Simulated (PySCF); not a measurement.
Vertical excitations of a molecule C₃H₆BNO from PySCF with TDA-B3LYP/def2-SVPD, as energy in eV (oscillator strength): 5.67 (0.000), 6.10 (0.059), 6.26 (0.000), 6.45 (0.004), 6.47 (0.028), 6.79 (0.012), 7.02 (0.160), 7.08 (0.001), 7.16 (0.015), 7.26 (0.019). Lowest triplet (TDA): 4.82 eV. Geometry: ωB97X-D3(BJ)/def2-SVP. Other conformers were not sampled.

Q: Which molecule gave these data?
A) CC#CB(N)O
B) CB(O)CC#N
C) CB1N=C(C)O1
D) C#CB(O)NC

A: A, CC#CB(N)O
